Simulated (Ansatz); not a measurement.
C3H7Si, SMILES C1C[SiH]C1 (connectivity only; charge and spin as stated), charge +1, multiplicity 1. Atoms are numbered in the order given.

```xyz
11

C      1.3333    -0.0045     0.0000
C      0.3555     0.0026     1.2313
Si    -1.0048    -0.0011     0.0000
C      0.3555     0.0026    -1.2313
H      1.9696    -0.9008     0.0000
H      1.9850     0.8807     0.0000
H      0.4160     0.8895     1.8900
H      0.4153    -0.8737     1.9038
H     -2.4959    -0.0099     0.0000
H      0.4153    -0.8737    -1.9038
H      0.4160     0.8895    -1.8900
```
Charge +1, spin multiplicity 1.

The structure is a stationary point at r2SCAN-D4/def2-SVP. The multiplicity is an assumed one; no other spin state was optimised. The isomer is the one that the SMILES or the coordinates give; other isomers of the formula were not compared.

Two levels are set side by side: PBE-D3(BJ)/def2-SVP (Ansatz, a quantum-chemistry and plane-wave program) and r2SCAN-D4/def2-SVP (Ansatz). Each level has its own optimised geometry; the coordinates shown are those of the second. Differences are taken from unrounded values.

```
quantity              r2SCAN-D4
--------------------  ---------
mean bond length (Å)      1.357
bond C1–C2 (Å)            1.572
bond C1–C4 (Å)            1.572
bond C2–Si3 (Å)           1.835
bond Si3–C4 (Å)           1.835
bond C1–H5 (Å)            1.099
bond C1–H6 (Å)            1.099
bond C2–H7 (Å)            1.106
bond C2–H8 (Å)            1.106
bond Si3–H9 (Å)           1.491
bond C4–H10 (Å)           1.106
bond C4–H11 (Å)           1.106
```

Task: What does PBE-D3(BJ) give, and how far is it from r2SCAN-D4? (An estimate is asked for; the answer gives what the named calculation found.)

Result: 
| quantity | PBE-D3(BJ) | PBE-D3(BJ) minus r2SCAN-D4 |
|---|---|---|
| mean bond length (Å) | 1.365 | 0.008 |
| bond C1–C2 (Å) | 1.574 | 0.002 |
| bond C1–C4 (Å) | 1.574 | 0.002 |
| bond C2–Si3 (Å) | 1.848 | 0.013 |
| bond Si3–C4 (Å) | 1.848 | 0.013 |
| bond C1–H5 (Å) | 1.107 | 0.007 |
| bond C1–H6 (Å) | 1.106 | 0.007 |
| bond C2–H7 (Å) | 1.114 | 0.007 |
| bond C2–H8 (Å) | 1.114 | 0.007 |
| bond Si3–H9 (Å) | 1.506 | 0.015 |
| bond C4–H10 (Å) | 1.114 | 0.007 |
| bond C4–H11 (Å) | 1.114 | 0.007 |

Here PBE gives about what the other level gives.
